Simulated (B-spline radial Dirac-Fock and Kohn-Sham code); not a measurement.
# Os: eigenvalues, ΔSCF and the reference

System: atomic osmium, [Xe] 4f14 5d5 6s2 6p1 (an excited configuration).

The density-functional columns are spherical, spin-unpolarised Dirac-Kohn-Sham results without Breit or QED terms: −ε is minus the orbital energy of the initial state and ΔSCF the difference of two total energies. The reference in the last column comes from Dirac-Fock ΔSCF + Breit + QED. All numbers are from a radial atomic solver, in eV; a selection of levels is shown. For the 1s level of heavy atoms much of the gap between ΔSCF and the reference is the Breit and QED part, -381.9 eV here; for other levels the error of the functional can be larger.

```
     level   LDA −ε  LDA ΔSCF  Dirac-Fock
    K (1s)  73679.1   74253.0     73883.2
   L1 (2s)  12828.7   12932.9     12990.8
L2 (2p1/2)  12289.8   12424.8     12402.3
L3 (2p3/2)  10760.4   10875.0     10888.4
   M1 (3s)   2988.2    3017.5      3073.6
M2 (3p1/2)   2745.9    2777.5      2813.0
M3 (3p3/2)   2412.4    2440.8      2478.9
M4 (3d3/2)   2003.7    2038.2      2048.2
M5 (3d5/2)   1931.4    1964.7      1977.3
   N1 (4s)    633.4     646.3       679.4
N2 (4p1/2)    531.6     544.4       569.6
N3 (4p3/2)    453.0     465.2       491.0
N4 (4d3/2)    285.3     297.2       310.9
N5 (4d5/2)    270.8     282.5       296.4
N6 (4f5/2)    58.23     69.12       66.74
N7 (4f7/2)    55.42     66.20       64.06
   O1 (5s)    95.96     102.9       108.5
O2 (5p1/2)    64.31     70.88       71.92
O3 (5p3/2)    51.82     58.01       59.59
 O4,5 (5d)     9.83     14.75       13.41
   P1 (6s)     8.29     11.78        9.73
 P2,3 (6p)     2.61      5.21        4.68
```

Values without a named source are computed, but for edge energies of neutral atoms, which are taken from tables.
